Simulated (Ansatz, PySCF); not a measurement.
Molecule: HSiO, charge 0, multiplicity 2. SMILES: O=[SiH]
Structure (B3LYP-D3(BJ)/def2-TZVP (Ansatz, an electronic-structure program) minimum search):
```xyz
3

Si    -0.0147    -0.5041    -0.0112
O     -0.1485     1.0191     0.0164
H      1.3936    -1.0954     0.0249
```
Charge 0, spin multiplicity 2.

Wanted: atomisation energy, in kcal/mol. Set-up: atomisation electronic, to ground-state atoms; dispersion terms only where a functional's name holds one; open shells spin-unrestricted; 6-311+G** with 5d, 6d on Na to Ar in Ansatz; no spin-orbit coupling; non-relativistic. Ab initio and DFT rows: single points at B3LYP-D3(BJ) geometries (Ansatz).

```tsv
species	coefficient	E at B3LYP/6-311+G** (Ansatz), Eh	E at M06-2X/def2-TZVPD (PySCF), Eh
O=[SiH] (HSiO)	-1	-365.31676	-365.25596
H atom	+1	-0.50216	-0.49815
O atom	+1	-75.08988	-75.06660
Si atom	+1	-289.39468	-289.34926
```

 1 Eh = 627.5095 kcal/mol.

Question: Work the quantity out at each level.

Answer: 
- B3LYP/6-311+G**: the sum of coefficient times E is 0.33004 Eh, or 207.10 kcal/mol. Result: 207.1 kcal/mol.
- M06-2X/def2-TZVPD: the sum of coefficient times E is 0.34195 Eh, or 214.58 kcal/mol. Result: 214.6 kcal/mol.
